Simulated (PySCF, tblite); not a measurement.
Species: C2H10BNSi2.
Structure used (GFN2-xTB), in Å, numbered top down from 1:
```
atom  x, y, z in Å
C1    -2.2981   -0.6805   -0.0442
B2    -0.7845   -0.1983   -0.0079
C3     0.3986   -1.1427   -0.5142
Si4    2.0818   -0.2660   -0.3050
Si5    1.2050    1.6816    0.5578
N6    -0.4378    1.0714    0.4716
H7    -2.5995   -0.9553   -1.0540
H8    -2.9986    0.0733    0.3119
H9    -2.4397   -1.5704    0.5678
H10    0.2311   -1.4204   -1.5565
H11    0.3804   -2.0880    0.0311
H12    2.9757   -1.0247    0.5860
H13    2.7874   -0.1432   -1.5916
H14    1.4376    2.0630    1.9603
H15    1.2314    2.9316   -0.2181
H16   -1.1782    1.6775    0.7936
```

Jobs on this species (16 atoms, 62 electrons) with PySCF (density fitting) and tblite. Hardware of each: one thread of an Arm Neoverse N1 (shared host). Other jobs ran on the host; a repeat could differ by tens of per cent or more.

```csv
level and settings,work,basis functions,SCF cycles,wall time
GFN2-xTB,L-BFGS relaxation,–,–,0.72 s
B3LYP/def2-SVPD,"8 singlets by full TDDFT, 3 Tamm–Dancoff triplets, polarisability, density and orbital grids written",208,?,?
GFN2-xTB,Hessian by finite differences,–,–,0.89 s
PBE0/pcSseg-1,"shieldings, ring-centre shieldings, charges and field gradients, density and orbital grids written",166,?,?
```

Fill in the missing figures.

- B3LYP/def2-SVPD; 8 singlets by full TDDFT, 3 Tamm–Dancoff triplets, polarisability, density and orbital grids written: 70 s, 14 SCF cycles
- PBE0/pcSseg-1; shieldings, ring-centre shieldings, charges and field gradients, density and orbital grids written: 50 s, 13 SCF cycles

What do all jobs in the table cost together?

About 2.0 min; the longest takes about 58 % of that, and about 97 times as long as the shortest.
